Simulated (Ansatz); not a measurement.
CH6NPSi can be A, `C1NP[SiH2]1`, or B, `C[SiH]1NP1`.

Program: Ansatz. Geometries: PBE0-D4/def2-TZVP. ΔE: electronic, gas phase. CCSD(T)/CBS is the MP2 limit (def2-TZVPP, def2-QZVPP) plus CCSD(T) − MP2 in def2-TZVPP, frozen cores. Functionals use def2-TZVPP.

Q: Which isomer does CCSD(T)/CBS put lower? Give the gap. (Estimate.)

A: Ansatz gave: B, by 82.4 kJ/mol.

Q: Give E(B) − E(A) in kJ/mol with B2PLYP, PBE-D4, PBE0-D4, CCSD(T)/def2-TZVPP, MP2/def2-TZVPP, ωB97M-V, CCSD/def2-TZVPP. (Best estimate.)

A: Computed: B2PLYP -84.9, PBE-D4 -80.2, PBE0-D4 -77.5, CCSD(T)/def2-TZVPP -80.5, MP2/def2-TZVPP -85.6, ωB97M-V -80.6, CCSD/def2-TZVPP -78.9. None reverses the order clearly.

Q: Does the order hold for the free energy at 298.15 K (harmonic terms from PBE0-D4)? (An estimate is asked.)

A: Ansatz gave: Yes: G(B) − G(A) = -84.4 kJ/mol.

Largest T1 diagnostic: 0.013.

From r2SCAN to r2SCAN0 (25 % exact exchange), in def2-TZVPP and without D4, E(B) − E(A) moves by +4.6 kJ/mol. Leaving LDA and LC-ωPBE aside and taking each functional with its dispersion term where it has one, the values, not all of them listed here, spread over 17.3 kJ/mol, from B97M-V to ωB97X-V. LDA lies +8.3 kJ/mol from PBE without D4.
